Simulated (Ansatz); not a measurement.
A run on AlClFGaH₂ with other settings.

```yaml
crystal:
  periodic: [false, false, false]
  atoms:
    - {symbol: F, position_ang: [-1.198945, 0.591708, -0.379170]}
    - {symbol: Al, position_ang: [0.366753, 0.346989, -0.366952]}
    - {symbol: Ga, position_ang: [-1.136431, -0.788870, 1.292138]}
    - {symbol: Cl, position_ang: [0.325800, -1.658202, -0.617461]}
    - {symbol: H, position_ang: [1.264424, 1.170952, -1.138729]}
    - {symbol: H, position_ang: [0.417131, 0.278450, 1.167671]}
basis:
  gaussian: {orbitals: pcseg-2}
hamiltonian: {xc: {name: wB97X-V}}
scf: {lower_state_search: full}
output: {forces: true}
```

```sh
$ ansatz run in.yaml --threads 2 --pin off --events-out ev --progress --plain --max-ram 4352MiB
```

Shortened log:

```
Functional definition: wB97X-V
1180 factors; their error is unknown
219 factors; integrals over basis functions are off by at most 3.0e-5 eV
mean field evaluation 1: about -74241.8606 eV, gradient 3.9e1 eV
mean field evaluation 2: about -74241.9010 eV, gradient 4.4e1 eV
mean field evaluation 4: about -74244.3943 eV, gradient 1.4e0 eV
mean field evaluation 8: about -74244.4025 eV, gradient 3.2e-2 eV
mean field evaluation 16: about -74244.6593 eV, gradient 2.5e-5 eV
mean field -74244.65927942 eV, -2728.4409036810 hartree, gradient 2.5e-5 eV, S^2 0.000000; 0 other end points of the search recorded, 0 dependent functions left out
reference -74244.65927711 eV, -2728.4409035961 hartree; 36, 36 occupied and 133, 133 virtual orbitals, 1180 factors
Total energy: -74244.65927711 eV, -2728.4409035961 hartree
Atom 0 at    -1.198945     0.591708    -0.379170 Å, force    -4.448649     1.236094    -0.531535 eV/Å
Atom 1 at     0.366753     0.346989    -0.366952 Å, force     3.162561     1.139546    -0.484686 eV/Å
Atom 2 at    -1.136431    -0.788870     1.292138 Å, force    -1.040561    -0.673950     1.438913 eV/Å
Atom 3 at     0.325800    -1.658202    -0.617461 Å, force     0.416532    -3.278733    -0.896720 eV/Å
Atom 4 at     1.264424     1.170952    -1.138729 Å, force     1.499048     1.385092    -1.218407 eV/Å
Atom 5 at     0.417131     0.278450     1.167671 Å, force     0.411069     0.191952     1.692434 eV/Å
Dipole moment:    -0.033550     0.020144     0.237013 e Å
```

Hardware: 2 threads of an Arm Neoverse V2 on a shared host. Wall time 13 s, peak host memory 0.57 GiB.
